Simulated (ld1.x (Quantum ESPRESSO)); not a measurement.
## Which change was made? (N, TM)

N (Z = 7), norm-conserving Troullier–Martins (Kleinman–Bylander form), made with ld1.x (Quantum ESPRESSO) 7.5 (PBE, scalar-relativistic). Core [He], reference 2s1.75 2p3.25. Waves: 2p (bound): rc 1.90 bohr; 2s (bound): rc 0.70 bohr. Local part: the s channel. Core correction: a·sin(br)/r model core inside 0.40 bohr.

Cutoffs, loose and tight: the cutoffs (Ry, on a coarse ladder) from which the occupation-weighted sum of valence levels, in a spherical-Bessel basis at the reference potential, stays within 10 and 1 mRy of its value at 400 Ry. They do not see the model core or the augmentation charge, which bear on the density cutoff. Test errors are all-electron minus pseudo excitation energies from the reference, over the configurations 2s2 2p3; 2s2 2p2; 2s2 2p1; 2s0 2p5; 2s2 2p3.3; 2s1 2p0; 2s1 2p4; variants that change the core or the reference have their own tests.

The base gives: outcome: generated; cutoff, loose: 120 Ry; cutoff, tight: 300 Ry; bound ghosts: none; largest test error (meV): +2499.

Problem. After one change the result is: outcome: generated; cutoff, loose: 140 Ry; cutoff, tight: 300 Ry; bound ghosts: none; largest test error (meV): +1425. Which change was it?
A. reference 2s2 2p3
B. wave 2s (bound): rc 0.70 bohr becomes 2s (bound): rc 1.02 bohr
C. wave 2p (bound): rc 1.90 bohr becomes 2p (bound): rc 2.34 bohr

Solution. A. The others give: wave 2p (bound): rc 1.90 bohr becomes 2p (bound): rc 2.34 bohr → outcome: generated; cutoff, loose: 120 Ry; cutoff, tight: 300 Ry; bound ghosts: none; largest test error (meV): +4805 | wave 2s (bound): rc 0.70 bohr becomes 2s (bound): rc 1.02 bohr → outcome: generated; cutoff, loose: 50 Ry; cutoff, tight: 120 Ry; bound ghosts: none; largest test error (meV): +2512.
